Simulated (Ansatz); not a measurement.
Ga(PH3)F3 (GaPH₃F₃), 8 atoms. Hardware: 2 threads of Arm Neoverse V2 on a shared host.

Correlated methods freeze 17 core orbitals; core or outer-core shells of Ga are correlated, in sets that lack core-valence functions.

**Question.** How many basis functions does each of these Ansatz runs have, and roughly what does it cost? PBE-D4/def2-TZVP, charge 0 singlet, energy and forces, from earlier orbitals; PBE0-D4/def2-TZVP, charge 0 singlet, energy, from earlier orbitals; PBE0-D4/def2-SVP, charge 0 singlet, energy with a search over starts; PBE0-D4/def2-SVP, charge 0 singlet, energy, from earlier orbitals; BHLYP-D4/def2-TZVP, charge 0 singlet, energy, from earlier orbitals; CCSD(T)/def2-SVP, charge 0 singlet, energy, from earlier orbitals; r2SCAN-D4/def2-TZVP, charge 0 singlet, energy, from earlier orbitals; PBE-D4/def2-SVP, charge 0 singlet, energy, from earlier orbitals; r2SCANh-D4/def2-TZVP, charge 0 singlet, energy, from earlier orbitals; LDA (SPW92)/def2-TZVP, charge 0 singlet, energy, from earlier orbitals; HF/STO-3G, charge 0 singlet, energy; PBE0-D4/def2-SVP, charge 0 singlet, relaxation, 4 steps.

**Answer.** Other jobs shared the machine, so times can vary by a factor of up to 3. A dash marks memory too small to be measured apart from the calling script's.

| run | functions | fitting or Cholesky vectors | wall time | peak host memory (GiB) |
| --- | --- | --- | --- | --- |
| HF/STO-3G, charge 0 singlet, energy | 45 | 540 | 0.2 s | – |
| PBE-D4/def2-SVP, charge 0 singlet, energy, from earlier orbitals | 107 | 1180 | 1.1 s | – |
| LDA (SPW92)/def2-TZVP, charge 0 singlet, energy, from earlier orbitals | 196 | 1238 | 1.3 s | – |
| PBE0-D4/def2-SVP, charge 0 singlet, energy, from earlier orbitals | 107 | 1014 | 1.8 s | – |
| PBE0-D4/def2-SVP, charge 0 singlet, energy with a search over starts | 107 | 1014 | 2.6 s | – |
| PBE-D4/def2-TZVP, charge 0 singlet, energy and forces, from earlier orbitals | 196 | 1238 | 2.8 s | – |
| PBE0-D4/def2-TZVP, charge 0 singlet, energy, from earlier orbitals | 196 | 1295 | 3.6 s | 0.55 |
| BHLYP-D4/def2-TZVP, charge 0 singlet, energy, from earlier orbitals | 196 | 1427 | 3.6 s | 0.57 |
| r2SCAN-D4/def2-TZVP, charge 0 singlet, energy, from earlier orbitals | 196 | 1238 | 4.9 s | – |
| r2SCANh-D4/def2-TZVP, charge 0 singlet, energy, from earlier orbitals | 196 | 1261 | 6.5 s | 0.56 |
| CCSD(T)/def2-SVP, charge 0 singlet, energy, from earlier orbitals | 107 | 1014 | 10 s | – |
| PBE0-D4/def2-SVP, charge 0 singlet, relaxation, 4 steps | 107 | 1091 | 12 s | – |
